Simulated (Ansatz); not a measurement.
TiF2Cl2 (TiCl₂F₂). Charge 0, multiplicity 1. Geometry B3LYP-D4/def2-SVP; atoms count from 1.

```xyz
5

Ti    0.0511   -0.0507   -0.0634
F     0.6170    0.5264   -1.5911
F     0.5589   -1.6908    0.1359
Cl   -2.1238    0.0464   -0.0120
Cl    0.8967    1.1686    1.5306
```

Estimate the Mulliken populations from the PBE0/def2-TZVP orbitals of Ansatz.


```
atom  charge (e)  d electrons
 Ti1        1.41         2.04
  F2       -0.39            –
  F3       -0.39            –
 Cl4       -0.31            –
 Cl5       -0.31            –
```
Mulliken values and Mayer orders depend strongly on the basis.

And the Mayer bond orders between bonded heavy atoms (over 0.3)?

Ti1–F2 1.00 (1.73 Å); Ti1–F3 1.00 (1.73 Å); Ti1–Cl4 1.14 (2.18 Å); Ti1–Cl5 1.14 (2.18 Å).
